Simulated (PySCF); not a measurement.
## C₆ coefficients of unlike pairs at wB97X

Calculated with PySCF 2.14 from the dipole response of each species, C₆(A,B) = (3/π) ∫ α_A(iu) α_B(iu) du, in atomic units, from isotropic polarisabilities. For ions this is the dispersion term alone; charge-induced terms of lower order in 1/R come first.

```json
{"species": "Ar³⁺", "configuration": "[Ne] 3s2 3p3 (4S)", "basis": "aug-cc-pV(T+d)Z (6s5p4d2f)", "relativity": "none", "α (bohr³)": "3.559", "C₆ (like pair)": "9.633"}
{"species": "Ca", "configuration": "[Ar] 4s2 (1S)", "basis": "dyall-av2z (17s13p4d)", "relativity": "none", "α (bohr³)": "154.5", "C₆ (like pair)": "2121"}
{"species": "Zr⁺", "configuration": "[Kr] 4d2 5s1 (4F)", "basis": "aug-cc-pVTZ-PP with ECP28MDF (6s6p5d3f2g)", "relativity": "core potential", "α (bohr³)": "67.37", "C₆ (like pair)": "590.4"}
```

Question: Estimate C₆ for Ca with Ar³⁺.

Answer: The integral gives 92.81. The combination rule 2 C_A C_B / (C_A α_B/α_A + C_B α_A/α_B) gives 87.47 and the geometric mean 142.9.

No spin-orbit coupling is included.

The other pairs:

```
     pair     C₆
Zr⁺, Ar³⁺  59.45
  Zr⁺, Ca   1092
```
